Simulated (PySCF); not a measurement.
F3Ga, SMILES [F][Ga]([F])[F] (connectivity only; charge and spin as stated), charge -1, multiplicity 2.

Geometry: B3LYP-D3(BJ)/def2-SVPD. The spin state was assumed, not searched. The isomer is the one that the SMILES or the coordinates give; other isomers of the formula were not compared.

Two levels are set side by side: PBE/def2-TZVPD (PySCF) and PBE0/def2-TZVPD (PySCF). Same geometry, gas phase. Differences are taken from unrounded values.

| quantity | PBE0 |
|---|---|
| α-spin orbital gap (eV) | 5.41 |
| β-spin orbital gap (eV) | 7.24 |
| mean polarisability (bohr³) | 48.3 |

Problem. What does PBE give, and how far is it from PBE0? (Estimate from the structure and the level; the computed values follow.)

Solution. 
```
quantity                      PBE  PBE minus PBE0
---------------------------  ----  --------------
α-spin orbital gap (eV)      3.86           -1.55
β-spin orbital gap (eV)      4.33           -2.92
mean polarisability (bohr³)  54.5             6.1
```

Loosely held outer electrons make PBE densities more polarisable. Differences between two approximate levels are no errors against the true value.

Rough cost on one machine, each run with all the roots and properties that it gave: PBE0 against PBE within a factor of 2.
